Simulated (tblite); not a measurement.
C3H12O3Si3.
Atom-mapped SMILES: `[CH3:1][CH2:2][O:3][C@@H:4]1[SiH2:5][O:6][Si@@H:7]1[O:8][SiH3:9]` (hydrogens: H10, H11, H12 on C1; H13, H14 on C2; H15 on C4; H16, H17 on Si5; H18 on Si7; H19, H20, H21 on Si9)

Structure used (GFN2-xTB), in Å, numbered top down from 1:
```
atom  x, y, z in Å
C1    -1.4975    1.7486   -0.3792
C2    -2.0159    0.6760    0.5760
O3    -1.0638   -0.2925    0.9433
C4    -0.6710   -1.1804   -0.0974
Si5    0.4371   -2.6473    0.4924
O6     1.5487   -2.1624   -0.6406
Si7    0.8839   -0.7231   -1.1440
O8     1.6883    0.5391   -0.5609
Si9    2.2923    1.1809    0.8133
H10   -2.2653    2.5043   -0.5243
H11   -0.6059    2.2159    0.0306
H12   -1.2420    1.3147   -1.3431
H13   -2.8933    0.1808    0.1279
H14   -2.3205    1.1356    1.5213
H15   -1.5575   -1.4838   -0.6698
H16   -0.0008   -3.9851    0.1204
H17    0.9800   -2.5017    1.8331
H18    0.9181   -0.6192   -2.5865
H19    2.5936    2.5420    0.3690
H20    3.4905    0.4290    1.1826
H21    1.2922    1.1453    1.8765
```

All values are computed: GFN2-xTB (tblite) harmonic vibrations without scaling, gas phase. Against measured fundamentals such values can be off by several per cent, at times by over 20. Modes of hydrogen on silicon can be 10 to 20 % off. One conformer, not necessarily the lowest.

Harmonic wavenumbers (cm⁻¹): 37.0, 55.5, 59.7, 75.6, 97.8, 105.0, 166.3, 177.6, 225.3, 257.9, 311.3, 326.0, 409.6, 460.8, 474.6, 525.9, 566.7, 574.6, 589.0, 603.8, 628.8, 653.8, 721.2, 747.4, 750.6, 764.3, 782.1, 792.0, 818.2, 832.3, 833.2, 915.4, 1022.6, 1032.0, 1073.2, 1082.5, 1122.4, 1158.6, 1258.2, 1303.0, 1343.4, 1399.9, 1465.2, 1481.3, 1493.7, 2254.7, 2259.8, 2284.2, 2314.9, 2337.4, 2395.6, 2841.2, 2847.5, 2953.8, 3037.1, 3039.5, 3048.1.

A = 1076, B = 963.7, C = 653.2 MHz; mass 180.009 u (most abundant isotopes); point group C1, symmetry number 1.

Q: What is the zero-point energy?

A: Half the sum of the wavenumbers: 31595 cm⁻¹ = 90.33 kcal/mol.

Q: Give the ideal-gas entropy at 298.15 K and 1 bar in the rigid-rotor, harmonic-oscillator model (classical rotation).

A: Translation 41.50, rotation 30.54, vibration 44.81: S = 116.8 cal/(mol K).

Q: And Cp and H(298.15 K) − H(0)?

A: Cp = 50.99 cal/(mol K), of which vibrations give 43.04 (their classical limit is 57 R = 113.3); H(298.15 K) − H(0) = 9.11 kcal/mol without the zero-point energy, 6.74 from vibrations.

Q: How do the functions run with temperature in this model?

A: 
```csv
T (K),S (cal/(mol K)),Cp (cal/(mol K)),H − H(0) (kcal/mol),G − H(0) (kcal/mol),ln q(vib)
50,64.1,17.3,0.60,-2.60,1.10
100,78.3,24.3,1.65,-6.19,3.24
373.15,129.3,59.6,13.27,-34.96,14.00
500,148.4,71.2,21.61,-52.59,18.61
750,180.4,86.6,41.49,-93.84,27.02
1000,206.8,96.4,64.46,-142.35,34.54
```

q(vib) and H(0) count from the zero-point level.

Q: What must be added to the electronic energy to get the Gibbs energy at 298.15 K and 1 bar?

A: ZPE + [H(298.15 K) − H(0)] − T·S = 90.33 + 9.11 − 34.84 = 64.60 kcal/mol.

Q: Which modes carry the vibrational entropy at 298.15 K?

A: 37.0 cm⁻¹: 5.41; 55.5 cm⁻¹: 4.61; 59.7 cm⁻¹: 4.47; 75.6 cm⁻¹: 4.00; 97.8 cm⁻¹: 3.50; 105.0 cm⁻¹: 3.36 cal/(mol K); the other 51 give 19.46 together.

Hindered rotation and anharmonicity are outside this model. Other conformers, if any are populated, would add a mixing term that is left out. The structure is chiral; the term R ln 2 for an equal mix with its mirror image is left out.
